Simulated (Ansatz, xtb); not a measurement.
C5H5BFP: which of two isomers lies lower

We compare a, `BC1=C(F)C=PC=C1`, a singlet, with b, `BC1=PC=CC=C1F`, a singlet. Both are isolated molecules in the gas phase, relaxed with PBE-D3(BJ)/def2-SVP; the shapes shown needn't be the lowest conformers.

a (Å):

```xyz
13

C     1.0361   -0.8047   -1.8453
C     1.4927    0.5007   -2.1798
C     1.1851    1.6720   -1.4856
C    -0.2430    0.0700    0.1285
C     0.1932   -0.9559   -0.7111
B     1.4650   -2.0069   -2.7162
F    -0.2290   -2.1964   -0.4089
P     0.1708    1.7577   -0.0594
H     1.1029   -3.1390   -2.4766
H     2.1899   -1.7954   -3.6708
H     2.1447    0.5744   -3.0672
H     1.6048    2.6246   -1.8501
H    -0.8961   -0.2170    0.9692
```

b (Å):

```xyz
13

C     0.9215   -1.2888   -1.8233
C    -0.2694    1.1220   -2.3175
C     0.4457    1.5751   -1.1982
C     1.3046    0.7643   -0.4403
C     1.5158   -0.5859   -0.7520
B     1.2010   -2.7816   -2.1069
F     2.3642   -1.2441    0.0584
P    -0.2069   -0.5088   -2.9426
H     0.6457   -3.3093   -3.0525
H     1.9552   -3.4333   -1.4131
H    -0.9188    1.8412   -2.8447
H     0.3341    2.6278   -0.8866
H     1.8384    1.1779    0.4278
```

Quicker runs give these differences E(b) − E(a): GFN2-xTB +0.84 kcal/mol; HF/STO-3G +1.26 kcal/mol (at GFN2-xTB geometries); r2SCAN-D4/def2-SVP −0.99 kcal/mol (at GFN2-xTB geometries).

Q: Estimate E(b) − E(a) at the level CCSD(T)/def2-SVP + ΔMP2/def2-TZVPP.

A: Too close to call at this level: CCSD(T)/def2-SVP + ΔMP2/def2-TZVPP gives E(b) − E(a) = −0.92 kcal/mol.

The same difference at several levels:

| level | geometry | E(b) − E(a) (kcal/mol) | departure from the last row (kcal/mol) | job, with rough time for the two |
| --- | --- | --- | --- | --- |
| GFN2-xTB | GFN2-xTB | +0.84 | +1.76 | optimisation, 0.24 s |
| HF/STO-3G | GFN2-xTB | +1.26 | +2.18 | single point, 0.98 s |
| r2SCAN-D4/def2-SVP | GFN2-xTB | −0.99 | −0.06 | single point, 6.9 s |
| PBE-D3(BJ)/def2-SVP | PBE-D3(BJ)/def2-SVP | −1.07 | −0.15 | optimisation, 32 s |
| HF/def2-SVP | PBE-D3(BJ)/def2-SVP | −0.83 | +0.09 | part of the CCSD(T) run |
| MP2/def2-SVP | PBE-D3(BJ)/def2-SVP | −1.23 | −0.31 | part of the CCSD(T) run |
| CCSD(T)/def2-SVP | PBE-D3(BJ)/def2-SVP | −0.93 | −0.01 | single point |
| CCSD(T)/def2-SVP + ΔMP2/def2-TZVPP | PBE-D3(BJ)/def2-SVP | −0.92 |  | single point, 2 min |

As drawn, both hold the same kinds of bond in the same numbers.

The largest departure from CCSD(T)/def2-SVP + ΔMP2/def2-TZVPP is that of HF/STO-3G, 2.18 kcal/mol. The last row adds to CCSD(T) the change of the MP2 difference between the two basis sets, here +0.01 kcal/mol.

With thermal terms from frequencies at re-optimised GFN2-xTB minima (ideal gas, soft modes damped towards free rotors, one conformer each, 298.15 K, 1 atm): the zero-point term adds −0.04 kcal/mol; ΔH is −0.91 and ΔG −1.05 kcal/mol.

The correlated steps freeze 12 core orbitals. Codes used: Ansatz 0.2.0, xtb 6.7.1; the last row on 2 threads of Intel(R) Xeon(R) Platinum 8259CL CPU @ 2.50GHz (Skylake/Cascade Lake) on a shared host.
